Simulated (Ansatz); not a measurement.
Cost and result for the atomization energy of C₂H₉NSi (`CN(C)[SiH3]`) (13 atoms, 12 bonds).

```xyz
13

C     1.455    0.203    0.089
N     0.042    0.102   -0.184
C    -0.704    1.278    0.191
Si   -0.726   -1.428   -0.312
H     1.674    0.317    1.161
H     1.884    1.070   -0.429
H     1.977   -0.688   -0.268
H    -0.310    2.162   -0.325
H    -0.664    1.481    1.272
H    -1.754    1.170   -0.091
H    -1.007   -2.115    0.989
H     0.164   -2.323   -1.098
H    -2.031   -1.230   -0.996
```

The species carries charge 0 and has multiplicity 1. Geometry: relaxed with PBE0-D4/def2-TZVP. Program: Ansatz. All runs use 4 threads of a server CPU on a shared host. Times are those of one run each, without the atoms' runs, and a repeat can differ threefold. Electronic energies, without spin–orbit coupling; frozen cores. CCSD(T)/CBS adds CCSD(T) − MP2 in def2-TZVPP to the MP2 limit, and its time is that of the two runs behind it. T1 = 0.010. HSE06 is the plane-wave form, built on full-range PBE exchange.

CCSD(T)/CBS is a level of theory with its own doubt, some kJ/mol a heavy atom from the limit and from the frozen cores, so smaller differences don't rank the functionals.

```
                             level  functions  wall time
              revPBE-D4/def2-TZVPP        261      1.1 s
   PBE-D4/def2-TZVPP (with forces)        261      1.4 s
               BHLYP-D4/def2-TZVPP        261      1.5 s
               HSE06-D4/def2-TZVPP        261      1.6 s
                  CCSD(T)/def2-SVP        105        2 s
r2SCAN-D4/def2-TZVPP (with forces)        261      2.1 s
             r2SCANh-D4/def2-TZVPP        261      2.3 s
                 B2PLYP/def2-TZVPP        261      2.8 s
                 B97M-V/def2-TZVPP        261      3.8 s
  ωB97M-V/def2-TZVPP (with forces)        261      4.9 s
                    MP2/def2-QZVPP        511       13 s
                CCSD(T)/def2-TZVPP        261       34 s
                 CCSD(T)/CBS(def2)          –       47 s
```

Problem. What atomization energy does each give, and how far from CCSD(T)/CBS? (Best estimate.)

Solution. Computed: 
```
                             level  atomization (kJ/mol)  difference from CCSD(T)/CBS  per bond
              revPBE-D4/def2-TZVPP                4522.8                        -43.8      -3.7
   PBE-D4/def2-TZVPP (with forces)                4607.2                         40.6       3.4
               BHLYP-D4/def2-TZVPP                4488.2                        -78.4      -6.5
               HSE06-D4/def2-TZVPP                4561.4                         -5.2      -0.4
                  CCSD(T)/def2-SVP                4327.6                       -239.0     -19.9
r2SCAN-D4/def2-TZVPP (with forces)                4553.7                        -12.9      -1.1
             r2SCANh-D4/def2-TZVPP                4537.0                        -29.6      -2.5
                 B2PLYP/def2-TZVPP                4522.0                        -44.6      -3.7
                 B97M-V/def2-TZVPP                4569.0                          2.4       0.2
  ωB97M-V/def2-TZVPP (with forces)                4580.2                         13.6       1.1
                    MP2/def2-QZVPP                4533.4                        -33.2      -2.8
                CCSD(T)/def2-TZVPP                4455.5                       -111.1      -9.3
                 CCSD(T)/CBS(def2)                4566.6                          0.0       0.0
```

In def2-TZVPP, CCSD(T) changes the Hartree–Fock value by +1079.0 kJ/mol (the triples alone add +49.3 kJ/mol) and MP2 by +1090.6 kJ/mol; breaking electron pairs costs correlation energy, which Hartree–Fock lacks. From r2SCAN to r2SCAN0 (25 % exact exchange), in def2-TZVPP and without D4, the atomization energy moves by −41.0 kJ/mol: exact exchange takes away binding that semilocal exchange gives to molecules. The D4 term adds +38.6 kJ/mol with B3LYP and +20.3 kJ/mol with PBE0; it sums over pairs of atoms, weighted by their polarisabilities, and B3LYP, whose exchange is more repulsive, gets the larger term.

B3LYP here is the variant with VWN-RPA as its local correlation; programs differ in this.
